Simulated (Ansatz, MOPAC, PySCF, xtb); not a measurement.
Torsion N1–Sn2–O3–H6 in H3NOSn (SMILES [NH2][Sn][OH]); at each angle all else is relaxed with GFN2-xTB, and the levels are single points there.
Geometry at 0° (charge 0, multiplicity 1):
```xyz
6

N     -1.194    -0.037     0.178
Sn     0.444    -1.149     0.751
O      1.826    -0.180    -0.385
H     -2.144    -0.161     0.500
H     -1.200     0.735    -0.476
H      1.626     0.553    -0.963
```

On the grid 0° to 330°, 270° is the highest and 0° the lowest point at MP2/CBS(def2-TZVPP, def2-QZVPP) + ΔCCSD(T)/def2-TZVPP.

The state reached by PM3 isn't checked.

Run with Ansatz (Gaussian orbitals); MOPAC for PM3 (differences of heats of formation); PySCF for M06-2X, the dispersion terms; xtb for the GFN methods.  In def2 rows elements past Kr take small-core potentials, without spin–orbit coupling.

```json
[
 {"level": "PM3", "energy at 270° less that at 0° (kJ/mol)": "16.1"},
 {"level": "GFN1-xTB", "energy at 270° less that at 0° (kJ/mol)": "3.1"},
 {"level": "SVWN5/def2-TZVPP", "energy at 270° less that at 0° (kJ/mol)": "18.8"},
 {"level": "PBE-D3(BJ)/def2-TZVPP", "energy at 270° less that at 0° (kJ/mol)": "18.8"},
 {"level": "BLYP-D3(BJ)/def2-TZVPP", "energy at 270° less that at 0° (kJ/mol)": "18.0"},
 {"level": "BLYP-D4/def2-TZVPP", "energy at 270° less that at 0° (kJ/mol)": "17.9"},
 {"level": "r2SCAN-D3(BJ)/def2-TZVPP", "energy at 270° less that at 0° (kJ/mol)": "19.1"},
 {"level": "B3LYP-D4/def2-TZVPP", "energy at 270° less that at 0° (kJ/mol)": "17.9"},
 {"level": "M06-2X/def2-TZVPP", "energy at 270° less that at 0° (kJ/mol)": "?"}
]
```

Complete the blanks.


- M06-2X/def2-TZVPP, energy at 270° less that at 0° (kJ/mol): 17.1

Ansatz is a program for electronic structure.
